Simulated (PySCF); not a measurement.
**Correlation energy of Te(2+) (tellurium, charge +2)**

[Kr] 4d10 5s1 5p2 6s1, high-spin 5P determinant (an excited configuration). Calculation: PySCF 2.14, in aug-cc-pwCVDZ-PP with ECP28MDF (6s5p4d1f, 48 functions); a scalar-relativistic core potential. Frozen: 4s2 4p6 4d10; 4 electrons correlated.

| level | correlation energy (mhartree) |
| --- | --- |
| CCSD | -22.54 |
| (T) | -0.54 |
| CCSD(T) | -23.08 |

Diagnostics: T1 = 0.12, D1 = 0.3293, largest double amplitude 0.143.

The outer electron is Rydberg-like, and this basis confines it to a smaller radius and binds it less than a complete one would. T1 exceeds 0.03, a sign that the reference determinant is poor.

Cost of the coupled-cluster step: roughly 0.27 core-seconds, for 4 correlated electrons.
